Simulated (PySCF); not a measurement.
Compound: 3,3,4,4,5,5,5-heptafluoropent-1-ene, C5H3F7.
Z-matrix (Å and degrees, PBE0-D3(BJ)/def2-SVP geometry), rows numbered from 1:
```
C 
C   1  1.3291
C   2  1.4959  1  122.56
F   3  1.3499  2  110.01  1   128.34
F   3  1.3468  2  111.75  1     8.22
C   3  1.5457  2  111.50  1  -112.36
F   6  1.3425  3  108.10  2   -59.16
F   6  1.3391  3  108.40  2    58.89
C   6  1.5450  3  116.32  2   179.85
F   9  1.3264  6  108.69  3   178.21
F   9  1.3236  6  110.92  3    58.79
F   9  1.3234  6  110.63  3   -62.54
H   1  1.0928  2  121.06  3     0.28
H   1  1.0923  2  121.01  3  -179.56
H   2  1.0931  1  122.68  3  -179.66
```

Computed with PySCF at PBE0/pcSseg-1, non-relativistic, on one gas-phase PBE0-D3(BJ)/def2-SVP geometry that isn't relaxed in the solvent. The solvent is an IEF-PCM continuum (Bondi radii, 1.10 Å for H, scaled by 1.2). The model holds no explicit solvent molecules, cavitation or dispersion.

```
run  E − E(gas) (kJ/mol)  HOMO (eV)  HOMO–LUMO gap (eV)  dipole (D)
gas                 0.00      -8.86                7.83        2.47
  P               -11.83      -8.57                7.83        2.93
  Q                -5.36      -8.70                7.83        2.69
```

Task: The runs were made in benzene and water. Which run belongs to which solvent?

Result: P = water, Q = benzene. The dielectric constants are 2.271 (benzene), 78.36 (water), and the energy falls further as ε rises. In this model the ground state sees the solvent through ε alone.

Task: How constant is the ratio of the lowering to (ε − 1)/(2ε + 1)?

Result: 
```csv
solvent,(ε − 1)/(2ε + 1),E − E(gas) (kJ/mol),ratio (kJ/mol),polarisation term (kJ/mol)
benzene,0.229,-5.36,-23.4,-5.62
water,0.490,-11.83,-24.1,-13.00
```

The ratio changes by +3.1 % in size from benzene to water. The polarisation term is half the interaction of the solute with the induced surface charges.
